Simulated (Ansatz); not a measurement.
Stretching the C1–H4 bond in N-methylmethanimine (SMILES C=NC) (multiplicity 1 held, fragments rigid). Energies count from the point at 1.092 Å.
Geometry at that point (charge 0, multiplicity 1):
```xyz
8

C      1.0907    -0.3756    -0.0039
N     -0.0396     0.4998     0.2247
C     -1.1803     0.1063    -0.1344
H      1.8220     0.1452    -0.6258
H      1.5768    -0.5834     0.9517
H      0.8208    -1.3261    -0.4849
H     -1.3608    -0.8667    -0.6118
H     -2.0440     0.7482     0.0278
```

Signs of static correlation in cc-pVTZ, with CASSCF(2,2), from Ansatz (a first-principles code) runs.

```tsv
R (Å)	T1 of restricted CCSD	largest double amplitude of restricted CCSD	weight of the CASSCF reference in MRCISD	CASSCF natural occupations
0.874	0.011	0.056	0.878	1.99 0.01
0.983	0.011	0.060	0.878	1.99 0.01
1.092	0.011	0.098	0.877	1.98 0.02
1.201	0.011	0.063	0.877	1.97 0.03
1.311	0.012	0.048	0.877	1.96 0.04
1.474	0.013	0.050	0.877	1.94 0.06
1.638	0.014	0.078	0.877	1.91 0.09
1.911	0.019	[?]	0.877	1.83 0.17
2.184	0.027	0.262	0.877	1.71 0.29
2.512	0.040	[?]	0.877	1.53 0.47
2.949	0.057	0.563	0.877	1.32 0.68
3.495	0.073	0.732	0.877	1.15 0.85
```

Problem. Some entries are withheld; supply them.

Solution. 
- 1.911, largest double amplitude of restricted CCSD: 0.161
- 2.512, largest double amplitude of restricted CCSD: 0.392

Doubts at one or more of the structures used: a restricted determinant that unrestricted orbitals would lower (R-CCSD(T)/cc-pVTZ); other coupled-cluster roots lie near (R-CCSD(T)/cc-pVTZ); T1 above 0.05 (R-CCSD(T)/cc-pVTZ); a spin-contaminated determinant (U-CCSD(T)/cc-pVTZ).
